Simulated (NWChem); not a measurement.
System: C2H6BeS; SMILES C[S][Be][CH3]

Input file for NWChem:

```
start job
memory heap 200 mb stack 900 mb global 1100 mb
geometry units angstroms noautoz
  Be     0.206285    -1.002629    -0.124505
  C     -0.261418    -2.608030    -0.020022
  H      0.589309    -3.288182    -0.206537
  H     -1.040703    -2.869148    -0.757468
  H     -0.658359    -2.865465     0.977675
  S      0.777198     0.818367    -0.235620
  C     -0.793311     1.721996     0.045776
  H     -1.537440     1.497938    -0.730221
  H     -0.553043     2.792325    -0.005009
  H     -1.213854     1.509024     1.037696
end
basis spherical
  Be library cc-pvdz
  C library cc-pvdz
  H library cc-pvdz
  S library cc-pvdz
end
dft
  xc hfexch
  iterations 150
  mulliken
end
task dft energy
```

Coordinates come from a PBE0/def2-SVP optimisation.

Q: Predict the main results of this run. (Hartree-Fock/cc-pVDZ.) Quantities: basis functions; energy (Ha); highest occupied level (eV); orbital gap (eV); dipole (D).

A: 
| Quantity | Value |
|---|---|
| number of basis functions | 90 |
| energy (Ha) | -491.45 |
| highest occupied level (eV) | -9.51 |
| orbital gap (eV) | 12.06 |
| dipole (D) | 1.60 |
